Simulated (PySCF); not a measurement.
ZrI₃, SMILES [I][Zr]([I])[I] (connectivity only; charge and spin as stated), neutral, multiplicity 2.

Coordinates come from a B3LYP-D3(BJ)/def2-SVP optimisation. The spin state was assumed, not searched. The isomer is the one that the SMILES or the coordinates give; other isomers of the formula were not compared. The def2 effective core potentials stand for the cores of I, Zr; spin–orbit coupling is left out.

These are TDA-B3LYP/def2-SVPD in PySCF values and carry that method's errors.

Vertical excitations; the highest root listed may be one member of a degenerate set. Gas-phase values at a fixed geometry.

Computed UV-visible absorptions:
| state | energy (eV) | λ (nm) | f | main pairs |
|---|---|---|---|---|
| root 1 | 0.86 | 1440 | 0.000 | α HOMO→LUMO (degenerate set) |
| root 2 | 0.86 | 1440 | 0.000 | α HOMO→LUMO+1 (degenerate set) |
| root 3 | 1.71 | 724 | 0.002 | α HOMO→LUMO+2 (degenerate set) |
| root 4 | 1.71 | 724 | 0.002 | α HOMO→LUMO+3 (degenerate set) |
| root 5 | 3.51 | 353 | 0.000 | α HOMO−1→LUMO+1 (degenerate set) |
| root 6 | 3.51 | 353 | 0.000 | α HOMO−1→LUMO (degenerate set) |
| root 7 | 3.70 | 335 | 0.000 | α HOMO−3→LUMO+1 25 %, α HOMO−4→LUMO 25 %, α HOMO−3→LUMO 6 %, α HOMO−4→LUMO+1 6 %, β HOMO−2→LUMO+1 9 %, β HOMO−3→LUMO 9 %, β HOMO−2→LUMO 8 %, β HOMO−3→LUMO+1 8 % |
| root 8 | 3.74 | 332 | 0.004 | α HOMO−2→LUMO+1, α HOMO−4→LUMO, α HOMO−3→LUMO+1, α HOMO−4→LUMO+1, β HOMO−1→LUMO (degenerate set) |
| root 9 | 3.74 | 332 | 0.004 | α HOMO−2→LUMO, α HOMO−3→LUMO, α HOMO−4→LUMO+1, α HOMO−4→LUMO, β HOMO−1→LUMO+1 (degenerate set) |
| root 10 | 3.85 | 322 | 0.000 | β HOMO→LUMO 86 % |
Unrestricted roots are not spin-pure.
